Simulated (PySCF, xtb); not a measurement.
B(Cl)2(OSiH3) (BCl₂H₃OSi), SMILES ClB(Cl)O[SiH3]. The values are those of a single conformer.

Harmonic wavenumbers (cm⁻¹) from xtb with GFN2-xTB at its own minimum, in rising order: 55, 62, 97, 215, 321, 418, 438, 603, 630, 714, 737, 766, 784, 808, 1384, 2276, 2299, 2306.

### Question
What does B3LYP-D3(BJ)/def2-SVP (PySCF) give at its own minimum? (An estimate is asked for; the answer gives what the named calculation found.)

### Answer
80, 98, 104, 247, 345, 504, 525, 721, 732, 833, 944, 957, 963, 972, 1411, 2254, 2261, 2276. Paired by order, the mean absolute difference is 83 cm⁻¹ and the zero-point energies are 21.3 and 23.2 kcal/mol.
